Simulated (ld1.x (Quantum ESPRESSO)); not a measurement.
**What one change does to a pseudopotential (Fe, TM)**

- Element: iron (Fe)
- Generator: ld1.x (Quantum ESPRESSO) 7.5
- Type: norm-conserving Troullier–Martins (Kleinman–Bylander form)
- Functional: PBE
- Relativity: scalar-relativistic
- Frozen core: [Ne] 3s2
- Valence charge: 14
- Reference configuration: 3p6 3d6 4s1.75 4p0.25
- Partial waves: 4s (bound): rc 2.25 bohr; 3d (bound): rc 1.30 bohr; 3p (bound): rc 1.20 bohr
- Local potential: the p channel
- Core correction: none

Occupied shells without a wave of their own: 4p. They enter only through the test configuration that unscreens the potential.

All-electron outer shells of the reference configuration (PBE, scalar-relativistic, ld1.x):

```
shell  level (eV)  outermost node (bohr)  outermost maximum (bohr)
   2p     -698.90                      –                      0.18
   3s      -94.48                   0.33                      0.70
   3p      -60.51                   0.30                      0.72
   3d       -7.96                      –                      0.71
   4s       -5.59                   1.00                      2.41
   4p       -1.55                   1.10                      3.29
```

Change: local potential all-electron potential smoothed inside 0.95 bohr (lloc = -1).

Cutoffs: the cutoffs (Ry, on a coarse ladder) from which the occupation-weighted sum of valence levels, in a spherical-Bessel basis at the reference potential, stays within 10 and 1 mRy of its value at 400 Ry; they do not see the model core or the augmentation charge, which bear on the density cutoff. Errors are all-electron minus pseudo energies relative to the spin-unpolarised reference configuration.

Task: What does the change do?

Result: The potential gets neither clearly harder nor softer (140 Ry and 200 Ry → 140 Ry and 200 Ry); both files keep a bound ghost (s); of the 7 tests that both files solve, the error grows in 0 and shrinks in 5 by more than 15 % and 0.3 meV (median size 29.9 → 23.3 meV).

| quantity | base | changed |
| --- | --- | --- |
| cutoff, loose | 140 Ry | 140 Ry |
| cutoff, tight | 200 Ry | 200 Ry |
| bound ghosts | s | s |
| error for 3p6 3d6 4s2 4p0, meV [ΔE -1.00 eV] | -4.2 | -2.3 |
| error for 3p6 3d6 4s1 4p0, meV [ΔE 7.73 eV] | -11 | -6.4 |
| error for 3p6 3d6 4s0 4p0, meV [ΔE 23.93 eV] | -30 | -23 |
| error for 3p6 3d7 4s1 4p0, meV [ΔE -1.79 eV] | -37 | -35 |
| error for 3p6 3d6 4s0 4p2, meV [ΔE 7.46 eV] | +25 | +5.5 |
| error for 3p6 3d5 4s2 4p0, meV [ΔE 13.21 eV] | -60 | -37 |
| error for 3p6 3d4 4s0 4p0, meV [ΔE 111.25 eV] | +246 | +248 |
| s: phases at 2.46 bohr within 0.05 rad from the reference energy up to (Ry; the scan ends near 5) | 3.1 | 2.3 |
| p: phases at 2.46 bohr within 0.05 rad from the reference energy up to (Ry; the scan ends near 5) | to the end of the scan | to the end of the scan |
| d: phases at 2.46 bohr within 0.05 rad from the reference energy up to (Ry; the scan ends near 5) | to the end of the scan | to the end of the scan |

Base: The 4p level has no wave, so the channel is fitted at the deeper level alone: the likely source of the large errors. Changed file: These tests converged, but a pseudo level misses the all-electron one widely, so the file describes the atom poorly there or has found another state: 3p6 3d4 4s0 4p0: empty 4s by 8.7 eV (a node warning on the way). The 4p level has no wave, so the channel is fitted at the deeper level alone: the likely source of the large errors. A true bound ghost makes a file unfit for plane-wave use even where its test errors are small: the radial tests pick states by their node count and pass the ghost by.
